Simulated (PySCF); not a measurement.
HOSi, SMILES [SiH]=O (connectivity only; charge and spin as stated), charge +1, multiplicity 1. The structure is a stationary point at PBE0-D3(BJ)/def2-TZVPD. The multiplicity is an assumed one; other spin states were not compared. The isomer is the one that the SMILES or the coordinates give; other isomers of the formula were not compared.

TDDFT-M06-2X/def2-TZVPD run with PySCF puts the lowest singlet excitations at 5.25, 5.25, 5.29, 5.71, 5.71, 6.51 eV and the lowest triplet (TDA) at 4.44 eV.

Q: What are the lowest singlet roots from PySCF 2.14.0 with EOM-CCSD/aug-cc-pVDZ? (An estimate is asked for; the answer gives what the named calculation found.)

A: 5.72, 5.72, 5.82, 5.88, 5.88, 6.77 eV; triplets 4.69, 5.14, 5.14 eV. S1 differs by 0.47 eV (second minus first; roots are paired by order, and the bases may differ).
